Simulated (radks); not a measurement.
Spherical quantum dot in the effective-mass picture: electrons in a parabolic well V = omega^2 r^2 / 2 with omega = 0.723, with a point charge +1 (a donor) at the centre, all in effective atomic units (hartree* = m*/eps^2 hartree, bohr* = eps/m* bohr), one dielectric constant everywhere. Method: non-relativistic Kohn-Sham, LDA (Slater exchange, Perdew-Wang correlation), spin-polarised, spherical densities; computed with a radial shooting solver with Libxc functionals. Levels are named by radial order and angular momentum (1s, 1p, 1d, 2s, ...), and open shells are averaged over m.

N = 5, configuration 1s2 1p(up 3, down 0). This is the lowest configuration that the search found. Occupied and some empty levels:

level    occupation  eigenvalue (hartree*)  <r> (bohr*)
1s up             1                 2.5064        1.262
1s down           1                 2.6088        1.233
1p up             3                 3.2571        1.903
1p down           0                 3.3821        1.919
2s up             0                 3.7140        1.996
2s down           0                 3.7971        2.032
1d up             0                 3.8826        2.268
1d down           0                 3.9960        2.300
1f up             0                 4.5180        2.559
1f down           0                 4.6137        2.596

Energy (hartree*): total 8.65436, kinetic 3.6323, external 0.12040, Hartree 6.8351, exchange-correlation -1.9335.
